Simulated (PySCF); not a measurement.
Geometry:
| atom | x (Å) | y (Å) | z (Å) |
| --- | --- | --- | --- |
| C1 | 1.804 | 1.660 | 0.015 |
| C2 | 0.880 | 0.857 | 0.907 |
| C3 | 1.198 | -0.583 | 1.313 |
| C4 | 0.237 | -0.406 | 0.460 |
| O5 | -0.703 | -0.921 | -0.319 |
| Si6 | -1.575 | 0.045 | -1.404 |
| H7 | 2.571 | 2.184 | 0.608 |
| H8 | 2.321 | 1.009 | -0.707 |
| H9 | 1.251 | 2.428 | -0.552 |
| H10 | 0.338 | 1.487 | 1.637 |
| H11 | 1.842 | -1.203 | 1.928 |
| H12 | -2.225 | 1.172 | -0.675 |
| H13 | -2.587 | -0.865 | -1.997 |
| H14 | -0.659 | 0.581 | -2.451 |

Geometry: PBE0-D3(BJ)/def2-SVP; GIAO absolute shieldings from PySCF, gas phase, non-relativistic, averaged over equivalent atoms.

At PBE0/pcSseg-1 (149 basis functions, 13 s wall time on 1 thread of an Arm Neoverse V1, shared host):
```
      atoms  σ (ppm)
         C4     37.9
         C3    105.2
         C1    158.8
         C2    160.2
         O5    247.1
        Si6    376.6
        H11    25.97
H12/H13/H14    26.31
        H10    29.06
   H7/H8/H9    30.06
```

Q: Predict the values at BHandHLYP/pcSseg-1 on the same geometry.

A: 
```tsv
atoms	σ at BHandHLYP/pcSseg-1	change
C4	35.5	-2.4
C3	103.7	-1.5
C1	157.7	-1.1
C2	162.6	+2.4
O5	256.3	+9.2
Si6	388.4	+11.8
H11	25.98	+0.01
H12/H13/H14	26.76	+0.45
H10	29.32	+0.26
H7/H8/H9	30.21	+0.15
```

The largest change is at Si6 (silicon bonded to O, 3 H). Cost: 149 basis functions, 13 s wall time on 1 thread of an Arm Neoverse V1, shared host. The order of the carbon signals is the same at both levels.
